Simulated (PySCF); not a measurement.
CH₄OSSe, SMILES O[Se]SC.

The structure is a stationary point at PBE-D3(BJ)/def2-SVP. The structure was generated by enumeration, and PubChem lists no compound with its InChIKey, so it may never have been made. The values are those of a single conformer.

These are PySCF with TDA-PBE/def2-SVPD values and carry that method's errors.

Vertical excitations. Gas-phase values at a fixed geometry.

Computed lowest excited states:
| state | energy (eV) | λ (nm) | f | main pairs |
|---|---|---|---|---|
| S1 | 3.86 | 321 | 0.000 | HOMO→LUMO 95 % |
| S2 | 4.12 | 301 | 0.003 | HOMO→LUMO+1 94 % |
| S3 | 4.56 | 272 | 0.024 | HOMO−1→LUMO 85 % |
| S4 | 4.69 | 264 | 0.006 | HOMO−1→LUMO+1 96 % |
| S5 | 5.26 | 235 | 0.014 | HOMO−2→LUMO 90 % |
| S6 | 5.48 | 226 | 0.007 | HOMO→LUMO+2 63 %, HOMO→LUMO+3 30 % |
| S7 | 5.56 | 223 | 0.036 | HOMO→LUMO+3 68 %, HOMO→LUMO+2 23 % |
| S8 | 6.07 | 204 | 0.057 | HOMO−1→LUMO+2 56 %, HOMO−1→LUMO+3 31 % |
| S9 | 6.18 | 200 | 0.004 | HOMO−1→LUMO+3 67 %, HOMO−1→LUMO+2 24 % |
| S10 | 6.21 | 200 | 0.119 | HOMO→LUMO+4 30 %, HOMO−2→LUMO+1 27 %, HOMO−1→LUMO+2 16 % |
| T1 | 3.08 | 403 | 0 | HOMO→LUMO 99 % |
| T2 | 3.49 | 355 | 0 | HOMO→LUMO+1 100 % |
| T3 | 3.76 | 330 | 0 | HOMO−1→LUMO 98 % |
| T4 | 4.12 | 301 | 0 | HOMO−1→LUMO+1 97 % |
Triplets are in the Tamm–Dancoff approximation.
